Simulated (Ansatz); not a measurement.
AlH$_{5}$O$_{4}$ (`[OH][Al-]([OH])([OH])[OH2+]`). The species carries charge 0 and has multiplicity 1.

```xyz
10

O     1.427   -0.329    0.989
Al   -0.112   -0.267    0.223
O    -0.723   -1.787   -0.255
O    -1.179    1.042    0.571
O     0.564    0.775   -1.300
H     1.780   -1.159    1.302
H    -1.616   -1.890   -0.576
H    -1.765    1.091    1.321
H     1.502    0.895   -1.096
H     0.123    1.629   -1.178
```

Q: List the harmonic frequencies (cm⁻¹, unscaled) at PBE0-D4/def2-TZVP in Ansatz. (Best estimate.)

A: Computed: 105, 144, 180, 214, 238, 265, 289, 298, 343, 436, 611, 646, 651, 670, 701, 715, 880, 885, 1615, 3753, 3845, 3968, 3972, 3992.

Q: Is this a minimum?

A: Yes, all 24 modes are real.

Q: Give the ideal-gas thermochemistry at 298.15 K and 1 bar (rigid rotor, harmonic oscillator; point group C1, symmetry number 1).

A: Zero-point energy 175.9 kJ/mol; H(298) − E = 201.3 kJ/mol; entropy 365.7 J/(mol·K), of which translation 165.8, rotation 111.0, vibration 88.9; G(298) − E = 92.2 kJ/mol.

Q: Rotational constants (cm⁻¹)?

A: 0.1253, 0.1152, 0.09828.
